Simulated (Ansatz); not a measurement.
Relaxation of GaH₁₀N₃Si (15 atoms, charge 0, multiplicity 1), to a largest force component of 0.03 eV/Å in at most 50 steps.

Theory: RHF/def2-SVP in Ansatz.

```xyz
15
Properties=species:S:1:pos:R:3:forces:R:3
Ga 0.186 0.573 -0.611 0.08 0.89 0.20
H -0.215 0.321 2.124 -0.12 -1.49 0.76
N 1.683 -0.454 -0.624 -0.02 0.02 0.00
H 1.716 -1.402 -0.940 0.00 -0.01 0.00
H 2.591 -0.129 -0.361 0.01 -0.01 0.01
N -1.396 -0.020 -1.269 -0.02 0.02 0.00
H -1.532 -0.915 -1.693 0.00 -0.01 0.00
H -2.238 0.518 -1.277 0.02 -0.01 0.00
N 0.297 2.334 0.090 0.02 -0.60 -0.69
H 1.153 2.524 0.581 -0.01 0.00 -0.01
Si -0.722 3.700 -0.165 -0.01 0.01 0.00
H -1.782 3.324 -1.138 0.03 0.00 0.04
H -1.399 4.171 1.076 0.03 -0.01 -0.03
H 0.020 4.870 -0.708 -0.02 -0.02 0.01
H -0.176 0.981 1.858 0.00 1.22 -0.28
```

Question: Where does it end, and by what steps?

Answer: The run converged. The force dipped under the threshold on the way, but the program's further checks kept it going. After 21 steps the energy has fallen by 0.238 eV; H2 moved furthest, 1.35 Å.

```json
{"step": "0", "energy less start (eV)": "0.0000", "largest force component (eV/Å)": "1.494", "accepted": "yes"}
{"step": "1", "energy less start (eV)": "-0.1485", "largest force component (eV/Å)": "0.423", "accepted": "yes"}
{"step": "2", "energy less start (eV)": "-0.1953", "largest force component (eV/Å)": "0.183", "accepted": "yes"}
{"step": "3", "energy less start (eV)": "-0.2164", "largest force component (eV/Å)": "0.162", "accepted": "yes"}
{"step": "4", "energy less start (eV)": "-0.2221", "largest force component (eV/Å)": "0.193", "accepted": "yes"}
{"step": "5", "energy less start (eV)": "-0.2248", "largest force component (eV/Å)": "0.198", "accepted": "yes"}
{"step": "6", "energy less start (eV)": "-0.2263", "largest force component (eV/Å)": "0.193", "accepted": "yes"}
{"step": "7", "energy less start (eV)": "-0.2283", "largest force component (eV/Å)": "0.113", "accepted": "yes"}
{"step": "8", "energy less start (eV)": "-0.2295", "largest force component (eV/Å)": "0.226", "accepted": "yes"}
{"step": "9", "energy less start (eV)": "-0.2310", "largest force component (eV/Å)": "0.163", "accepted": "yes"}
{"step": "10", "energy less start (eV)": "-0.2325", "largest force component (eV/Å)": "0.101", "accepted": "yes"}
{"step": "11", "energy less start (eV)": "-0.2319", "largest force component (eV/Å)": "0.078", "accepted": "no"}
{"step": "12", "energy less start (eV)": "-0.2342", "largest force component (eV/Å)": "0.028", "accepted": "yes"}
{"step": "13", "energy less start (eV)": "-0.2345", "largest force component (eV/Å)": "0.210", "accepted": "yes"}
{"step": "14", "energy less start (eV)": "-0.2357", "largest force component (eV/Å)": "0.056", "accepted": "yes"}
{"step": "15", "energy less start (eV)": "-0.2362", "largest force component (eV/Å)": "0.014", "accepted": "yes"}
{"step": "16", "energy less start (eV)": "-0.2370", "largest force component (eV/Å)": "0.039", "accepted": "yes"}
{"step": "17", "energy less start (eV)": "-0.2353", "largest force component (eV/Å)": "0.377", "accepted": "no"}
{"step": "18", "energy less start (eV)": "-0.2376", "largest force component (eV/Å)": "0.031", "accepted": "yes"}
{"step": "19", "energy less start (eV)": "-0.2377", "largest force component (eV/Å)": "0.119", "accepted": "yes"}
{"step": "20", "energy less start (eV)": "-0.2380", "largest force component (eV/Å)": "0.033", "accepted": "yes"}
{"step": "21", "energy less start (eV)": "-0.2380", "largest force component (eV/Å)": "0.004", "accepted": "yes"}
```

```xyz
15
Properties=species:S:1:pos:R:3
Ga 0.219 0.589 -0.897
H -0.244 0.800 3.388
N 1.655 -0.520 -0.783
H 1.685 -1.446 -1.159
H 2.511 -0.294 -0.319
N -1.290 0.077 -1.765
H -1.414 -0.815 -2.199
H -2.109 0.642 -1.857
N 0.325 2.253 -0.106
H 1.196 2.431 0.363
Si -0.774 3.583 -0.105
H -2.016 3.162 -0.801
H -1.134 4.023 1.268
H -0.238 4.781 -0.805
H -0.185 1.129 2.720
```

The run took 40 s on 4 threads of Arm Neoverse V1, with other jobs on the host, peak memory 0.42 GiB.
